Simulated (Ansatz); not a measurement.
In₁₂N₁₂⁻. The state is a doublet with charge -1. Geometry PBE-D4/def2-SVP; atoms count from 1.

```xyz
24

In    2.262   -1.885    2.267
In   -1.763    0.094    2.415
In   -1.047    3.065    0.683
In    3.480   -0.443   -0.723
In    1.562    2.180   -1.486
In    1.542    0.993    1.611
In   -0.557   -2.469    1.356
In   -3.693    1.787    0.124
In    0.509   -0.879   -2.220
In    1.454   -3.347   -0.719
In   -1.831    1.653   -2.214
In   -2.578   -1.384   -0.614
N     0.348   -0.565    2.536
N     3.335   -0.249    1.413
N     1.278   -3.603    1.415
N     1.040    2.752    0.540
N    -2.487    2.006    1.957
N    -2.429    3.286   -0.949
N     3.571    1.485   -1.686
N     2.432   -1.882   -1.928
N     0.148    1.140   -2.758
N    -2.535   -1.736    1.532
N    -3.420    0.319   -1.497
N    -0.620   -2.319   -1.053
```

In the def2 sets In takes a core potential; there is no spin–orbit coupling. Single mean-field runs in def2-SVP are fitted with def2-universal-jkfit.

Problem. Estimate the Mulliken populations from the PBE0/def2-SVP orbitals of Ansatz.

Solution. 
| atom | charge (e) | spin (α − β) |
| --- | --- | --- |
| In1 | 0.54 | 0.01 |
| In2 | 0.56 | 0.00 |
| In3 | 0.54 | 0.00 |
| In4 | 0.51 | -0.04 |
| In5 | 0.59 | -0.05 |
| In6 | 0.54 | 0.00 |
| In7 | 0.60 | 0.00 |
| In8 | 0.54 | -0.01 |
| In9 | 0.53 | 0.00 |
| In10 | 0.54 | 0.01 |
| In11 | 0.54 | 0.00 |
| In12 | 0.56 | 0.00 |
| N13 | -0.72 | 0.00 |
| N14 | -0.64 | 0.00 |
| N15 | -0.60 | 0.00 |
| N16 | -0.65 | 0.00 |
| N17 | -0.63 | 0.00 |
| N18 | -0.63 | 0.00 |
| N19 | -0.45 | 1.08 |
| N20 | -0.64 | 0.00 |
| N21 | -0.65 | 0.00 |
| N22 | -0.63 | 0.00 |
| N23 | -0.63 | 0.00 |
| N24 | -0.72 | 0.00 |
Mulliken values depend strongly on the basis.

Problem. Where does the spin sit?

Solution. Summed by element: In -0.09, N 1.09, of 1 unpaired in all. Largest on single atoms: N19 1.08, In5 -0.05, In4 -0.04.

Problem. And the Mayer bond orders between heavy atoms (over 0.3)?

Solution. In1–N13 0.54 (2.34 Å); In1–N14 0.91 (2.13 Å); In1–N15 0.88 (2.16 Å); In2–N13 0.75 (2.21 Å); In2–N17 1.01 (2.10 Å); In2–N22 0.84 (2.17 Å); In3–N16 0.90 (2.11 Å); In3–N17 0.80 (2.19 Å); In3–N18 0.91 (2.15 Å); In4–N14 0.90 (2.15 Å); In4–N19 0.87 (2.16 Å); In4–N20 0.90 (2.15 Å); In5–N16 0.83 (2.17 Å); In5–N19 0.95 (2.13 Å); In5–N21 0.83 (2.17 Å); In6–N13 0.82 (2.17 Å); In6–N14 0.79 (2.19 Å); In6–N16 0.91 (2.12 Å); In7–N13 0.41 (2.42 Å); In7–N15 0.79 (2.16 Å); In7–N22 0.88 (2.12 Å); In7–N24 0.41 (2.41 Å); In8–N17 0.80 (2.20 Å); In8–N18 0.74 (2.24 Å); In8–N23 0.80 (2.20 Å); In9–N20 0.79 (2.19 Å); In9–N21 0.90 (2.12 Å); In9–N24 0.82 (2.17 Å); In10–N15 0.88 (2.16 Å); In10–N20 0.90 (2.14 Å); In10–N24 0.54 (2.34 Å); In11–N18 0.91 (2.15 Å); In11–N21 0.90 (2.12 Å); In11–N23 0.80 (2.19 Å); In12–N22 0.84 (2.17 Å); In12–N23 1.01 (2.10 Å); In12–N24 0.75 (2.21 Å).
